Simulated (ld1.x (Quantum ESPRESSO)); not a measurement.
Before and after: PAW potential for titanium (Ti)

* Element: Ti (Z = 22)
* Generator: ld1.x (Quantum ESPRESSO) 7.5
* Type: PAW
* Functional: PBE
* Relativity: scalar-relativistic
* Frozen core: [Ne]
* Valence charge: 12
* Reference configuration: 3s2 3p6 3d2 4s1.5 4p0.5
* Partial waves: 3s (bound): rcut 1.60, rcutus 1.70 bohr; 4s (bound): rcut 1.60, rcutus 1.70 bohr; 3p (bound): rcut 1.85, rcutus 2.15 bohr; 4p (bound): rcut 1.85, rcutus 2.15 bohr; 3d (bound): rcut 1.70, rcutus 2.25 bohr; 3d channel at 1.6 Ry: rcut 1.70, rcutus 2.25 bohr
* Local potential: all-electron potential smoothed inside 2.10 bohr (lloc = -1)
* Core correction: Bessel-smoothed model core inside 1.50 bohr
* Augmentation charge: PSQ, radius 1.65 bohr

Change: all radii but the core radius scaled by about 1.08 (s 1.82, p 2.32, d 2.42 bohr, rcut 1.72/2.00/1.82); local potential all-electron potential smoothed inside 2.26 bohr (lloc = -1); augmentation PSQ, radius 1.78 bohr.

Cutoffs: the cutoffs (Ry, on a coarse ladder) from which the occupation-weighted sum of valence levels, in a spherical-Bessel basis at the reference potential, stays within 10 and 1 mRy of its value at 400 Ry; they do not see the model core or the augmentation charge, which bear on the density cutoff. Errors are all-electron minus pseudo energies relative to the spin-unpolarised reference configuration.

How do hardness, ghosts and transferability respond?

The potential gets softer (30 Ry and 40 Ry → 25 Ry and 35 Ry); the number of tests that count goes from 6 to 4 (the test run of the changed file stopped, so its transferability is not established); of the 4 tests that both files solve, the error grows in 3 and shrinks in 0 by more than 15 % and 0.3 meV (median size 0.8 → 1.0 meV); neither file shows a bound ghost at the reference potential, the only one tested. A larger radius leaves more room for a smooth pseudo-wave, so fewer plane waves are needed. More of the atom is replaced by a form fitted at one configuration, so other configurations suffer.

| quantity | base | changed |
| --- | --- | --- |
| cutoff, loose | 30 Ry | 25 Ry |
| cutoff, tight | 40 Ry | 35 Ry |
| loose cutoff by channel (10 mRy a level) | s 21 Ry, p 25 Ry, d 18 Ry | s 21 Ry, p 25 Ry, d 15 Ry |
| bound ghosts | none | none |
| tests counted (converged, no solver errors) | 6 of 7 | 4 of 7 (the test run stopped) |
| error for 3s2 3p6 3d2 4s2 4p0, meV [ΔE -1.52 eV] | +0.3 | +0.8 |
| error for 3s2 3p6 3d2 4s1 4p0, meV [ΔE 5.83 eV] | -0.6 | -0.9 |
| error for 3s2 3p6 3d2 4s0 4p0, meV [ΔE 19.40 eV] | -3.6 | -5.7 |
| error for 3s2 3p6 3d2.5 4s1.5 4p0, meV [ΔE -1.17 eV] | -1.0 | -1.0 |
| lowest overlap eigenvalue by channel | s 0.15, p 0.10, d 0.89 | s 0.13, p 0.10, d 0.89 |

Base: Tests not counted: 3s2 3p6 3d0 4s0 4p0 (solver errors, printed error -674 eV). Changed file: Tests not counted: 3s2 3p6 3d0 4s0 4p0 (solver errors, printed error -734 eV).
